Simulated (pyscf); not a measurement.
## F–SiH•–O–SiH₂–F, doublet

Gas-phase minimum from PySCF at ωB97X-D3(BJ)/def2-SVP, one conformer. Other isomers of F–SiH•–O–SiH₂–F were not searched in full and may lie lower. 

```xyz
8

F      1.1889     1.6921    -0.3750
Si     1.0032     1.5286     1.2375
O      0.0796     0.1770     1.4845
Si    -0.9165    -0.8301     0.6303
F     -0.0043    -1.7880    -0.3048
H      2.3555     1.2985     1.8394
H     -1.8069    -0.0458    -0.2566
H     -1.6474    -1.6803     1.5937
```
Charge 0, spin multiplicity 2.

Bonded distances (Å): F1–Si2 1.631, Si2–O3 1.656, Si2–H6 1.498, O3–Si4 1.654, Si4–F5 1.620, Si4–H7 1.481, Si4–H8 1.478. Bond angles (°): F1–Si2–O3 107.0, F1–Si2–H6 108.1, O3–Si2–H6 108.6, Si2–O3–Si4 139.1, O3–Si4–F5 108.6, O3–Si4–H7 110.4, O3–Si4–H8 108.1, F5–Si4–H7 107.8, F5–Si4–H8 108.3, H7–Si4–H8 113.4.

Properties at ωB97X-D3(BJ)/def2-SVP:

```json
{
  "harmonic_wavenumbers_unscaled": "36, 42, 85, 281, 371, 626, 718, 751, 756, 780, 887, 895, 982, 998, 1095, 2180, 2313, 2331 cm⁻¹",
  "zero_point_energy": "23.1 kcal/mol",
  "rotational_symmetry_number": "1",
  "Entropy of this conformer at 298 K and 1 atm, rigid rotor and harmonic oscillator, modes under 100 cm⁻¹ raised to 100": "350.3 J/(mol K)",
  "dipole_moment": "1.97 D",
  "Spin expectation value S2": "0.752"
}
```

Single-point totals, which compare only within one level:

```
level                   total energy (hartree)
----------------------  ----------------------
ωB97X-D3(BJ)/def2-TZVP              -856.07765
PBE/def2-TZVP                       -855.43915
r²SCAN/def2-TZVP                    -855.84786
B3LYP-D3(BJ)/def2-TZVP              -856.06986
PBE0-D3(BJ)/def2-TZVP               -855.50025
M06-2X/def2-TZVP                    -855.88378
ωB97M-D3(BJ)/def2-TZVP              -856.14548
```

The lowest mode is so soft that the shape along it may change with the basis. Soft torsions are taken as harmonic, which can shift the entropy by several J/(mol K).
